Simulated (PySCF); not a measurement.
C3H3N2, charge -1, multiplicity 1.

```xyz
8

C      0.0000     0.0000    -1.1751
C      0.0000     1.0969    -0.2922
N      0.0000     0.6783     0.9913
N      0.0000    -0.6783     0.9913
C      0.0000    -1.0969    -0.2922
H      0.0000     0.0000    -2.2676
H      0.0000     2.1666    -0.5264
H      0.0000    -2.1666    -0.5264
```
Charge -1, spin multiplicity 1.

Coordinates come from a r2SCAN-D4/def2-SVPD optimisation. The multiplicity is an assumed one; other spin states were not compared. The isomer is the one that the SMILES or the coordinates give; other isomers of the formula were not compared.

Level of theory: PBE/pcSseg-1 in PySCF. Non-relativistic, no solvent.

Computed absolute GIAO shielding of each atom: isotropic value and principal components (ppm):
```json
[
 {"atom": "C1", "σ(iso)": "85.3", "σ11": "1.4", "σ22": "97.6", "σ33": "156.9", "span": "155.6"},
 {"atom": "C2", "σ(iso)": "48.2", "σ11": "-49.2", "σ22": "75.2", "σ33": "118.7", "span": "167.9"},
 {"atom": "N3", "σ(iso)": "-105.9", "σ11": "-333.5", "σ22": "-152.9", "σ33": "168.7", "span": "502.2"},
 {"atom": "N4", "σ(iso)": "-105.9", "σ11": "-333.5", "σ22": "-152.9", "σ33": "168.7", "span": "502.2"},
 {"atom": "C5", "σ(iso)": "48.2", "σ11": "-49.2", "σ22": "75.2", "σ33": "118.7", "span": "167.9"},
 {"atom": "H6", "σ(iso)": "25.6", "σ11": "25.3", "σ22": "25.7", "σ33": "25.9", "span": "0.6"},
 {"atom": "H7", "σ(iso)": "24.2", "σ11": "23.2", "σ22": "23.8", "σ33": "25.7", "span": "2.4"},
 {"atom": "H8", "σ(iso)": "24.2", "σ11": "23.2", "σ22": "23.8", "σ33": "25.7", "span": "2.4"}
]
```
